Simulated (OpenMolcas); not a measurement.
Fe3+ with its 6 nearest fluoride ions at 2.033 Å, on the Y site of Cs2NaYF6 (a = 9.075 Å, distance in the model lattice 2.178 Å). The rest of the host is ab initio model potentials to 7.6 Å, with orthogonalisation functions on the cations behind the ligands, and point charges beyond; the distance is set by hand and nothing relaxes. Ligand basis ANO-RCC-VDZP.

| Item | Value |
| --- | --- |
| Program | OpenMolcas 26.06 |
| Method | SS-CASPT2, IPEA 0.25 Eh, imaginary shift 0.1 Eh (closed shells correlated: 3s 3p and the ligand valence shells) |
| Basis | ANO-RCC-VTZP [6s5p3d2f1g] |
| Scalar Hamiltonian | DKH2, point nucleus |
| Active space | 5 electrons in 5 orbitals (3d) |
| State averaging | 2S+1 = 6 even, 1 root; 2S+1 = 4 even, 24 roots; 2S+1 = 2 even, 75 roots |
| Spin-orbit coupling | state interaction with AMFI integrals over the reference wave functions |

(1) What is the spin-free ground state (labels of O, the rotations of Oh)?

(2) What are the lowest two levels with spin-orbit coupling?

(3) What is χT at 300 K, and how does it compare with the textbook value?

## Answers

(1) 6A1, 1-fold in its orbital part, 100 % from free-ion S terms; it has the highest spin that d5 allows.

(2) A 6-fold level, then a 2-fold level Γ7 20190 cm-1 above it. Their leading multiplicities are 6 (100 %) and 4 (97 %).

(3) The lowest level has 2S+1 = 6, for which the spin-only value is χT = S(S+1) / 2 = 4.375 cm3 K/mol (g = 2). The computed 4.384 at 300 K differs by +0.009, little more than the free-electron g of 2.0023 accounts for.

Roots that are degenerate in the reference are averaged as groups; the widest CASPT2 spread within a group is 67 cm-1 (the 2-fold group of multiplicity 2 near 65700 cm-1 above the lowest state of its run). Shifts and gaps below about the spread of the groups concerned are not significant. Over all roots computed the reference weight is 0.69 to 0.73; a low but even weight reflects the number of correlated electrons. Ligand-to-metal charge-transfer states are missing. These CASPT2 states fit no ligand-field parameters well, so their order and spin gaps are uncertain. With no ligand orbital active B as a rule stays too high, so bands that hang on it stand too high and its fall with covalency is understated. With one d shell and no ligand orbital active, 10Dq can be off by a tenth or more. Free-ion shares, where given, are those of the reference states; single-state CASPT2 does not remix them. No measured value stands beside these numbers; the geometry was set by hand and not optimised.
